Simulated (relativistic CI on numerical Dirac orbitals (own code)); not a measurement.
## Transition arrays of Gd24+

Calculated at this level of theory: Dirac-Coulomb-Breit CI, orbitals from a KLI potential per configuration, model QED (radiative potential, 1s self-energy scaled to tabulated hydrogen-like ionisation energies), valence Slater integrals scaled by 0.9, whole transition arrays (own radial code, finite nucleus).

Configuration list (outside the closed core [Ar] 3d10 4s2): 4p⁶4d⁴, 4p⁶4d³4f, 4p⁵4d⁵, 4p⁶4d³5p, 4p⁶4d³5f. Levels of other configurations are missing.

All E1 lines from the levels of 4p⁶4d⁴; mean and standard deviation are weighted by gf, and upper levels are sorted by their leading configuration.

```tsv
Upper configuration	Lines	Σgf	Mean (eV)	Mean (nm)	σ (eV)	Strongest line (nm)
4p⁶4d³4f	2817	507.6	173.65	7.140	9.50	7.008
4p⁵4d⁵	3253	685.7	179.21	6.918	11.59	6.666
4p⁶4d³5p	1718	84.7	292.53	4.238	4.96	4.207
4p⁶4d³5f	2825	181.5	414.14	2.994	4.53	3.004
```

Σgf per state of the lower configuration in bins of 0.2 nm over the central range (centre: value): 2.9: 0.43, 3.1: 0.43, 4.1: 0.09, 4.3: 0.31, 6.3: 0.02, 6.5: 0.24, 6.7: 1.29, 6.9: 1.97, 7.1: 1.45, 7.3: 0.18, 7.5: 0.05, 7.7: 0.05, 7.9: 0.06, 8.1: 0.08, 8.3: 0.06, 8.5: 0.03.

Task: How do configuration mixing and the scaling of the Slater integrals move the arrays?

Result: Slater scale 0.9, no configuration mixing: 4p⁶4d³4f 165.2 ± 7.1 eV (Σgf 528.4), 4p⁵4d⁵ 162.4 ± 17.6 eV (Σgf 566.4), 4p⁶4d³5p 292.7 ± 4.9 eV (Σgf 95.3), 4p⁶4d³5f 414.1 ± 4.5 eV (Σgf 184.7); Slater scale 1: 4p⁶4d³4f 176.9 ± 9.5 eV (Σgf 524.3), 4p⁵4d⁵ 182.2 ± 11.7 eV (Σgf 690.5), 4p⁶4d³5p 292.6 ± 5.2 eV (Σgf 83.3), 4p⁶4d³5f 414.2 ± 4.7 eV (Σgf 181.4); Slater scale 0.8: 4p⁶4d³4f 170.0 ± 9.1 eV (Σgf 495.5), 4p⁵4d⁵ 176.6 ± 11.6 eV (Σgf 676.2), 4p⁶4d³5p 292.5 ± 4.8 eV (Σgf 86.0), 4p⁶4d³5f 414.1 ± 4.3 eV (Σgf 181.5). With mixing, levels are counted to their leading configuration, so an array can shrink or vanish into another, and the sums then hold other lines.
